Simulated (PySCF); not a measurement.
```xyz
3
charge 0 multiplicity 3, angstrom
Zr    0.0000    0.0000   -0.0207
H     1.6020    0.0000    0.9243
H    -1.6020    0.0000    0.9243
```

Computed with UPBE0 in PySCF with Zr def2-TZVP with ECP28, H def2-TZVP; scalar-relativistic core potentials, no spin–orbit coupling; density-fitted integrals.

This geometry of ZrH₂ is a stationary point at this level.

Q: What is the point group?

A: C2v.

Q: Is it a minimum?

A: Yes: all harmonic wavenumbers are real.

Q: What are the dipole moment and the gap between the highest occupied and lowest empty levels of either spin?

A: 2.58 D and 3.06 eV.

Q: Give the atomic charges and bond orders.

A: 
```json
{"atom": "Zr1", "Mulliken": "0.39", "Löwdin": "0.30", "polar tensor": "0.78", "spin (Mulliken)": "2.10", "Mayer order to Zr1": "–"}
{"atom": "H2,3", "Mulliken": "-0.20", "Löwdin": "-0.15", "polar tensor": "-0.39", "spin (Mulliken)": "-0.05", "Mayer order to Zr1": "0.96"}
```

Q: What is the atomisation energy, with and without zero-point energy?

A: 567 kJ/mol without, 544 kJ/mol with.

Only a few start shapes were tried, so a lower isomer may exist. Open d and f shells are described by one determinant, and the ground state may have another occupation or spin.
